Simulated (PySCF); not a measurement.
Computed with B3LYP-D3(BJ)/def2-TZVP // B3LYP-D3(BJ)/def2-SVP (PySCF). Isolated molecules, 0 K electronic values unless said otherwise. One relaxed conformer stands for a flexible species; it need not be the lowest. B3LYP has the VWN-RPA correlation part, as in Gaussian. 

Reference species (SMILES): `C[O][Sn]([O]C)([O]C)[O]C` (neutral, multiplicity 1).

```json
{
  "LUMO": "-2.08 eV",
  "HOMO–LUMO gap": "5.63 eV"
}
```

Changed species: `C[O][SnH2][O]C` (C–O–Sn–O torsion 60°, O–Sn–O–C torsion 60°) (2 of 4 OCH3 replaced by H; the reference has 0 of 4 OCH3 replaced by H).

Give the shifts of the LUMO and HOMO–LUMO gap.

the LUMO rises by 1.31 eV, to -0.77 eV; the HOMO–LUMO gap rises by 0.97 eV, to 6.60 eV.
